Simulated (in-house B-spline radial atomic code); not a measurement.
Configurations of Br³⁺, with energies counted from [Ar] 3d10 4s2 4p2. Computed with a radial B-spline atomic code at the basis-set limit: scalar-relativistic (X2C) TPSSh, spin-polarised, spherical fractional occupations, exact exchange averaged over the configuration, Fermi nucleus of rms radius 4.1629 fm. Shells without spins written out take the highest spin.

Occupations are held fixed; configurations that lie above the ionisation limit could autoionise.

```tsv
configuration	E - E(ref) (eV)	highest orbital	its <r> (bohr)
[Ar] 3d10 4s2 4p1 5s1	22.242	5s up	3.397
[Ar] 3d10 4s1 4p2 5s1	33.533	5s up	3.358
[Ar] 3d9 4s2 4p2 4d1	89.715	4d up	2.233
[Ar] 3d9 4s2 4p2 4f1	104.08	4f up	3.846
[Ne] 3s2 3p5 3d10 4s2 4p2 5d1	212.84	5d up	4.839
```

(1) Order these further configurations by energy, lowest first.
A. [Ar] 3d9 4s2 4p2 5f1
B. [Ar] 3d10 4s2 4p1 4f1
C. [Ar] 3d10 4s1 4p2 4f1
D. [Ar] 3d9 4s2 4p2 5d1
E. [Ne] 3s2 3p5 3d10 4s2 4p2 5s1

Results:

(1) B (32.498 eV), C (43.819 eV), D (103.7 eV), A (109 eV), E (202.5 eV).
